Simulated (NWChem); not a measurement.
## Ionisation of C₂H₅ClOSi

SMILES: C[Si@H](Cl)C=O
```xyz
10

C      1.5909    -0.8871    -0.7492
Si     0.1956     0.2930    -0.3524
Cl     0.3950     1.1088     1.5611
C     -1.4830    -0.6670    -0.4318
O     -1.6975    -1.3858    -1.3825
H      1.7129    -1.6361     0.0485
H      1.3493    -1.4140    -1.6870
H      2.5451    -0.3534    -0.8776
H      0.1209     1.4152    -1.3280
H     -2.2505    -0.5536     0.3858
```
Charge 0, spin multiplicity 1.

The numbers come from NWChem runs, not from measurements. All single points use one geometry, from B3LYP/def2-SVP, a minimum by its harmonic frequencies. It is one conformer; others weren't searched.

Basis set: def2-TZVP. −ε marks an orbital energy of the parent.

B3LYP has NWChem's definition, with VWN1-RPA local correlation. The structure started from a generated list of species.

Q: One of these methods gave a first vertical ionisation energy of 9.28 eV. Which?
(A) −ε(HOMO) of PBE
(B) G0W0@PBE0
(C) −ε(HOMO) of HF
(D) G0W0@PBE

A: B, G0W0@PBE0. The others give 5.79 (−ε(HOMO) of PBE), 8.80 (G0W0@PBE), 10.89 (−ε(HOMO) of HF).
